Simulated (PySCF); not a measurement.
Molecule: SMILES C1=CC2C=CC1C=C2, C8H8.

Cartesian coordinates in Å; atom numbers follow the order of the lines, from 1:
```xyz
16

C     1.331   -0.096   -0.767
C     0.863    1.128   -0.594
C    -0.449    1.173    0.164
C    -1.386    0.270   -0.613
C    -0.918   -0.954   -0.785
C     0.448   -1.172   -0.166
C     0.289   -0.784    1.291
C    -0.180    0.440    1.463
H     2.240   -0.364   -1.273
H     1.322    2.039   -0.934
H    -0.835    2.180    0.306
H    -2.330    0.645   -0.964
H    -1.411   -1.757   -1.302
H     0.834   -2.180   -0.308
H     0.548   -1.481    2.067
H    -0.372    0.921    2.405
```

Frames of a GFN2-xTB Langevin trajectory at 400 K; GIAO PBE0/pcSseg-1 shieldings in PySCF 2.14, gas phase, non-relativistic; equivalent atoms averaged within each frame.

δ = σ(ref) − σ, references computed at the same level: $^{13}$C (σ = 186.93 ppm) and $^{1}$H (σ = 31.72 ppm) vs TMS. The references are static minima.

Question: How do the shifts (ppm) fluctuate along the trajectory?

Answer: 
| time (fs) | C1/C2/C4/C5/C7/C8 | C3/C6 | H9/H10/H12/H13/H15/H16 | H11/H14 |
| --- | --- | --- | --- | --- |
| optimised geometry | 149.9 | 53.8 | 7.13 | 4.77 |
| 250 | 153.0 | 53.8 | 7.34 | 5.38 |
| 425 | 147.7 | 56.8 | 7.11 | 4.71 |
| 625 | 149.1 | 59.4 | 7.35 | 5.01 |
| 800 | 150.2 | 56.6 | 7.17 | 4.96 |
| 1000 | 147.7 | 54.9 | 7.20 | 4.33 |
| mean of frames | 149.5 | 56.3 | 7.23 | 4.88 |
| standard deviation | 2.2 | 2.1 | 0.11 | 0.39 |

5 frames give an uncertainty of the mean of about the standard deviation over 2.2 at best, since frames this close in time may not be independent; classical motion lacks zero-point vibration, and the reference would need the same averaging.
